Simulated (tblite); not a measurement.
Compound: C₄H₈FO₂ (doublet state).
Atom-mapped SMILES: `[CH3:1][O:2][CH:3][C@@H:4]([F:5])[O:6][CH3:7]` (hydrogens: H8, H9, H10 on C1; H11 on C3; H12 on C4; H13, H14, H15 on C7)

Geometry (GFN2-xTB, Å), atoms numbered from 1 in this order:
```
atom  x, y, z in Å
C1     3.0018    0.3192   -0.0807
O2     1.7120    0.3316   -0.6405
C3     0.7124   -0.1179    0.1611
C4    -0.6219   -0.2565   -0.4333
F5    -0.8557   -1.6192   -0.8145
O6    -1.5889    0.0951    0.4706
C7    -2.9034    0.1226   -0.0580
H8     3.3063   -0.6985    0.1839
H9     3.0483    0.9479    0.8143
H10    3.6723    0.7153   -0.8411
H11    0.9315   -0.5255    1.1313
H12   -0.6917    0.2874   -1.3905
H13   -3.5489    0.4363    0.7585
H14   -3.2049   -0.8675   -0.4095
H15   -2.9737    0.8376   -0.8849
```

Method: GFN2-xTB as coded in tblite; computed harmonic values from a numerical Hessian at the method's own geometry, unscaled. The method is semi-empirical: single wavenumbers can be off by several per cent or more. One conformer, not necessarily the lowest. Open shells enter through the occupations alone, without spin polarisation, and single modes of such species can be off by tens of per cent.

Harmonic wavenumbers (cm⁻¹): 46.1, 62.1, 104.9, 144.7, 171.4, 186.1, 276.7, 307.1, 365.9, 420.3, 541.2, 548.2, 722.2, 986.9, 1022.1, 1087.1, 1111.8, 1118.3, 1131.1, 1138.5, 1177.4, 1225.0, 1251.6, 1274.3, 1388.3, 1397.5, 1416.4, 1455.1, 1460.1, 1466.5, 1476.4, 2850.6, 2927.6, 2929.5, 2947.1, 2963.5, 3033.3, 3039.3, 3125.0.

A = 6756, B = 1239, C = 1120 MHz; mass 107.051 u (most abundant isotopes); point group C1, symmetry number 1; spin multiplicity 2.

Q: Zero-point energy?

A: Half the sum of the wavenumbers: 25149 cm⁻¹ = 71.90 kcal/mol.

Q: Entropy at 273.15 K, 1 bar (ideal gas, RRHO, classical rotation)?

A: Translation 39.51, rotation 27.67, vibration 25.13, spin (R ln 2) 1.38: S = 93.7 cal/(mol K).

Q: And Cp and H(273.15 K) − H(0)?

A: Cp = 30.72 cal/(mol K), of which vibrations give 22.78 (their classical limit is 39 R = 77.5); H(273.15 K) − H(0) = 5.66 kcal/mol without the zero-point energy, 3.49 from vibrations.

Q: Which modes carry the vibrational entropy at 273.15 K?

A: 46.1 cm⁻¹: 4.80; 62.1 cm⁻¹: 4.22; 104.9 cm⁻¹: 3.19; 144.7 cm⁻¹: 2.57; 171.4 cm⁻¹: 2.26; 186.1 cm⁻¹: 2.10 cal/(mol K); the other 33 give 5.98 together.

Q: What must be added to the electronic energy to get the Gibbs energy at 273.15 K and 1 bar?

A: ZPE + [H(273.15 K) − H(0)] − T·S = 71.90 + 5.66 − 25.59 = 51.97 kcal/mol.

Q: Blend soft modes into free rotors: weight 1/[1 + (100 cm⁻¹/ν̃)⁴] for the oscillator and the rest for a rotor with moment μB/(μ + B), μ = h/(8π²ν), B = 10⁻⁴⁴ kg m². What vibrational entropy results?

A: 22.84 cal/(mol K) in place of 25.13, which changes −T·S at 273.15 K by +0.63 kcal/mol.

Hindered rotation and anharmonicity are outside this model. Other conformers, if any are populated, would add a mixing term that is left out. The structure is chiral; the term R ln 2 for an equal mix with its mirror image is left out.
